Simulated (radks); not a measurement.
Question: These are the eigenvalues of the occupied orbitals of an atom or ion with whole-number occupations (hartree). All-electron calculation, scalar-relativistic Kohn-Sham, SOGGA, spin-unpolarised, spherical densities, point nucleus. Program: a radial shooting solver on a logarithmic mesh with Libxc functionals.

| orbital | eigenvalue |
|---|---|
| 1s | -279.8594 |
| 2s | -33.84917 |
| 2p | -29.14442 |
| 3p | -3.20196 |
| 3d | -1.06781 |

Which element is it, and in what charge state? The configuration may be excited.

Answer: Z = 27, cobalt, charge +2: Co2+ in [Ne] 3p6 3d9. The list shows which subshells hold electrons but not how many an open one holds; the 1s level, -279.86 hartree, gives Z - s = 23.7 by -(Z - s)^2/2, which with screening and relativity narrows Z to a few neighbours, and the depths of the outer levels then fix element, charge and occupations together.
